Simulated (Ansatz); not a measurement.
Geometry optimisation, RKS PBE-D4/def2-SVP in Ansatz 0.2.0.

Input:

```yaml
crystal:
  periodic: [false, false, false]
  atoms:
    - { symbol: "N", position_ang: [0.5499, 1.1117, 1.365] }
    - { symbol: Al, position_ang: [-0.2339, -0.2636, 0.301] }
    - { symbol: O, position_ang: [-0.9229, -1.7625, 1.106] }
    - { symbol: C, position_ang: [-0.196, -0.0991, -1.6616] }
    - { symbol: O, position_ang: [0.1723, 0.8819, -2.219] }
    - { symbol: H, position_ang: [1.4804, 1.3188, 1.0193] }
    - { symbol: H, position_ang: [-0.0076, 2.0215, 1.1132] }
    - { symbol: H, position_ang: [-0.0741, -2.3573, 1.1721] }
    - { symbol: H, position_ang: [-0.6796, -0.8978, -2.2131] }
basis:
  gaussian: { orbitals: def2-SVP }
hamiltonian:
  xc: pbe
  dispersion: d4
relax:
  f_tol: 0.02
  max_steps: 50
```

Command:

```bash
$ ansatz run input.yaml --threads 2 --pin off --max-ram 3072MiB --backend cpu --events-out ev --progress --plain --runs-dir out
```

Task: Where does it end, and by what steps?

Result: It converged. After 17 steps the energy has fallen by 1.218 eV; H7 moved furthest, 1.38 Å.

```
step  energy less start (eV)  largest force component (eV/Å)  accepted
   0                  0.0000                           2.716       yes
   1                 -0.3012                           1.886       yes
   2                 -0.3920                           2.939       yes
   3                 -0.6194                           1.433       yes
   4                 -0.7875                           0.758       yes
   5                 -0.8870                           0.509       yes
   6                 -0.9634                           0.326       yes
   7                 -1.0391                           0.342       yes
   8                 -1.1178                           0.370       yes
   9                 -1.1768                           0.468       yes
  10                 -1.2107                           0.179       yes
  11                 -1.2063                           0.579        no
  12                 -1.2138                           0.177       yes
  13                 -1.2153                           0.280       yes
  14                 -1.2155                           0.290       yes
  15                 -1.2172                           0.045       yes
  16                 -1.2175                           0.047       yes
  17                 -1.2176                           0.006       yes
```

```xyz
9
Properties=species:S:1:pos:R:3
N 0.529 1.079 1.041
Al -0.120 -0.350 0.205
O -0.683 -1.804 0.925
C -0.154 -0.128 -1.805
O 0.266 0.936 -2.247
H 0.832 1.889 0.492
H 0.665 1.254 2.038
H -0.712 -2.009 1.872
H -0.534 -0.915 -2.539
```

Whether the end is a true minimum wasn't checked by a vibrational analysis.

The run took 34 s on 2 threads of Arm Neoverse V1 (shared host), peak memory 0.15 GiB.
